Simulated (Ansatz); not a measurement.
Cost and result for the atomization energy of CH$_{4}$Cl$_{2}$OSeSn (`C[O][Sn]([Cl])([Cl])[SeH]`) (10 atoms, 9 bonds).

Z-matrix (Å, degrees):
```
C
O 1 1.415
H 1 1.096 2 112.0
H 1 1.096 2 112.0 3 -122.5
H 1 1.092 2 107.3 3 118.8
Sn 2 1.940 1 120.3 3 61.5
Cl 6 2.313 2 108.7 1 -57.2
Cl 6 2.313 2 108.6 1 56.3
Se 6 2.488 2 106.4 1 179.6
H 9 1.472 6 87.6 2 -0.6
```

Charge 0, multiplicity 1. Correlated methods include outer-core shells of Se, Sn, which these sets cover unevenly. Scalar relativity is left out up to krypton. Sn takes the def2 core potential. The geometry is a stationary point of PBE0-D4/def2-TZVP. It is one conformer, not always the lowest. Program: Ansatz. All runs use 2 threads of an AMD EPYC 7R13 on a shared host and a share of an NVIDIA H100 80 GB. Times are those of one run each, without the atoms' runs, and a repeat can differ threefold. Electronic energies, without spin–orbit coupling; frozen cores. CCSD(T)/CBS adds CCSD(T) − MP2 in def2-TZVPP to the MP2 limit, and its time is that of the two runs behind it. T1 = 0.012. With those shells the extrapolation isn't a true limit. B3LYP takes the VWN-RPA correlation (the form of Gaussian; ORCA's B3LYP/G).

CCSD(T)/CBS is a level of theory with its own doubt, some kJ/mol a heavy atom from the limit and from the frozen cores, so smaller differences don't rank the functionals.

| level | functions | wall time | atomization (kJ/mol) | difference from CCSD(T)/CBS | per bond |
| --- | --- | --- | --- | --- | --- |
| PBE-D4/def2-TZVPP (with forces) | 300 | 3.8 s | 3268.7 | 33.7 | 3.7 |
| ωB97X-V/def2-TZVPP | 300 | 3.9 s | 3218.8 | -16.2 | -1.8 |
| B2PLYP/def2-TZVPP | 300 | 3.9 s | 3133.3 | -101.7 | -11.3 |
| PBE0-D4/def2-TZVPP | 300 | 4.4 s | 3193.7 | -41.3 | -4.6 |
| r2SCAN-D4/def2-TZVPP (with forces) | 300 | 4.5 s | 3218.5 | -16.5 | -1.8 |
| ωB97M-V/def2-TZVPP (with forces) | 300 | 5.5 s | 3195.6 | -39.4 | -4.4 |
| B3LYP-D4/def2-TZVPP (with forces) | 300 | 7.5 s | 3168.1 | -66.9 | -7.4 |
| MP2/def2-QZVPP | 545 | 11 s | 3254.8 | 19.8 | 2.2 |
| CCSD(T)/def2-TZVPP | 300 | 18 s | 3107.2 | -127.8 | -14.2 |
| CCSD(T)/CBS(def2) | – | 29 s | 3235.0 | 0.0 | 0.0 |

From PBE to PBE0 (25 % exact exchange), in def2-TZVPP and without D4, the atomization energy moves by −70.8 kJ/mol: exact exchange takes away binding that semilocal exchange gives to molecules. In def2-TZVPP, CCSD(T) changes the Hartree–Fock value by +906.8 kJ/mol (the triples alone add +70.8 kJ/mol) and MP2 by +978.1 kJ/mol; breaking electron pairs costs correlation energy, which Hartree–Fock lacks. The D4 term adds +54.2 kJ/mol with B3LYP and +29.2 kJ/mol with PBE0; it sums over pairs of atoms, weighted by their polarisabilities, and B3LYP, whose exchange is more repulsive, gets the larger term.

Spin–orbit coupling would lower the free Sn atoms strongly, and the atomization energy with them, by more than many differences here. For some Ge, Se and Sn compounds the MP2-based and the directly extrapolated limit differ by 10 to 25 kJ/mol.
